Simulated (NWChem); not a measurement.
C2H4BFN2; SMILES N1[C@@H](F)B(N)C=1

```xyz
10

N      1.0342     1.7466    -0.1032
B      0.0732     0.7827     0.1627
C     -1.4403     0.5315    -0.1148
N     -1.3209    -0.7673    -0.1195
C      0.0692    -0.7969     0.4480
F      0.9301    -1.6011    -0.2793
H      2.0247     1.5672    -0.0028
H      0.8205     2.6666    -0.4644
H     -2.3846     1.0187    -0.3649
H      0.0343    -1.1847     1.4718
```
Atoms are numbered in this order, from 1.

Level: B3LYP/6-31G* (spherical d) (NWChem), optimised geometry, unscaled harmonic frequencies. 

Task: List the harmonic frequencies with IR intensities, and the thermochemistry.

Result: 
```csv
frequency (cm⁻¹),IR intensity (km/mol)
128,10.0
195,2.6
326,1.4
438,1.5
519,214.9
593,4.0
594,1.1
659,11.3
823,17.3
857,14.6
916,20.1
986,15.8
1084,136.3
1134,44.6
1227,6.8
1289,17.6
1374,39.9
1494,91.1
1573,1.8
1669,166.3
3081,44.5
3152,37.3
3580,36.2
3671,29.6
```

The zero-point energy comes out as 44.8 kcal/mol, the thermal correction to the enthalpy at 298.15 K (with zero-point energy) is 49.0 kcal/mol and the heat capacity Cv comes out as 20.2 cal/(mol K). The entropy at 298.15 K and 1 atm (symmetry number 1) is 75.6 cal/(mol K) and the dipole moment comes out as 4.27 D.

Rigid rotor and harmonic oscillator.
